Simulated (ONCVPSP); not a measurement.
**Pseudopotential generation for lithium: ONCV, PBE, scalar-relativistic.**

Li, optimised norm-conserving Vanderbilt (ONCV), made with ONCVPSP 4.0.1 (PBE, scalar-relativistic). Core none, reference 1s2 2s1. Waves: 1s+2s: rc 1.50 bohr, ncon 4, nbas 9, qcut 11.2 1/bohr, 2 projectors; p scattering state at 0.02 Ha: rc 1.24 bohr, ncon 5, nbas 10, qcut 10.1 1/bohr, 3 projectors, debl 1.5 Ha. Local part: polynomial inside 1.04 bohr (lpopt 5, dvloc0 0 Ha). Core correction: none.

Poles of the logarithmic derivatives, all-electron (AE) and pseudo (PS). s: poles at -1.8, 4.2 (AE) and -1.8, 4.3 (PS) Ha. p: poles at 4.0 (AE) and 4.0 (PS) Ha. Test radii: s 1.52, p 1.26 bohr.

* Cutoffs needed: 29 Ha and 34 Ha (the cutoffs (Ha) at which the residual kinetic energy of the hardest occupied pseudo-wave falls to 1 and 0.1 mHa per electron)
* Ghost test: ghosts flagged at negative energy: p at -328.0 eV; no localised positive-energy state flagged; a true bound ghost makes a file unfit for plane-wave use
* Largest excitation error: +1600 meV (all-electron minus pseudo) for 1s1 2s1, out of 4 test configurations
